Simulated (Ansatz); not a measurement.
Coupled-cluster diagnostics for (ClBe-mu-F)2 (Be2Cl2F2), Ansatz.

Geometry of the singlet (r2SCAN-D4/def2-SVP):

Cartesian coordinates in Å:
```
Be 0.374 0.994 0.389
Cl 0.983 2.602 1.020
F -0.688 -0.082 0.873
Be -0.375 -0.993 -0.389
Cl -0.980 -2.604 -1.018
F 0.686 0.083 -0.874
```

Correlated methods freeze 12 core orbitals.

(1) Estimate the CCSD(T) correlation energy, the shares of MP2 and (T), T1 and the reference's ⟨S²⟩ for: charge 0, singlet, own geometry in def2-TZVPP; and the rough time on 4 threads of Arm Neoverse V1 on a shared host.

Results:

(1) 
```tsv
state	basis	correlation (eV)	MP2 share (%)	(T) share (%)	T1	⟨S²⟩ (pure)	wall time
charge 0, singlet, own geometry	def2-TZVPP	-29.636	93.4	3.0	0.009	0.00 (0.00)	57 s
```
Customary marks for T1 are 0.02 (closed shells), 0.045 (open shells) and about 0.05 (3d metals). T1 stays under 0.02 throughout.
